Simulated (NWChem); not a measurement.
Species: CH3BeClS; SMILES C[S][Be][Cl]

```xyz
7

Be     0.2187    -0.4575    -0.0010
Cl    -0.2684    -2.2097    -0.0027
S      0.7460     1.3629     0.0029
C     -0.8815     2.2101    -0.0002
H     -1.4465     1.9960    -0.9169
H     -0.6697     3.2870     0.0349
H     -1.4800     1.9449     0.8812
```
Atoms are numbered in this order, from 1.

All runs: NWChem. The geometry was optimised at PBE0/def2-SVP. Level: PBE0/def2-SVPD; rows give the wavelength of the field.

```
field    isotropic polarisability (bohr³)  anisotropy (bohr³)
-------  --------------------------------  ------------------
static                               62.7                25.5
1065 nm                              63.4                26.1
589 nm                                ___                 ___
```

Task: Complete the blanks.

Result: 
- 589 nm, isotropic polarisability (bohr³): 65.0
- 589 nm, anisotropy (bohr³): 27.5
